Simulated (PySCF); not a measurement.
Vertical excitations of a molecule C₃H₆BFO from PySCF 2.14.0 with TDA-ωB97X/def2-SVPD, as energy in eV (oscillator strength): 6.82 (0.000), 8.09 (0.004), 8.30 (0.035), 8.47 (0.016), 8.71 (0.145), 8.87 (0.002), 9.26 (0.005), 9.34 (0.003), 9.34 (0.015), 9.36 (0.023). Lowest triplet (TDA): 6.33 eV. The structure is a stationary point at PBE0-D3(BJ)/def2-SVP. One conformer was computed; it need not be the lowest.

Question: Pick the molecule that these values belong to.
(A) C/C=C/B(O)F
(B) FCB1CCO1
(C) C[C@H]1COB1F
(D) CB(F)CC=O

Answer: B, FCB1CCO1
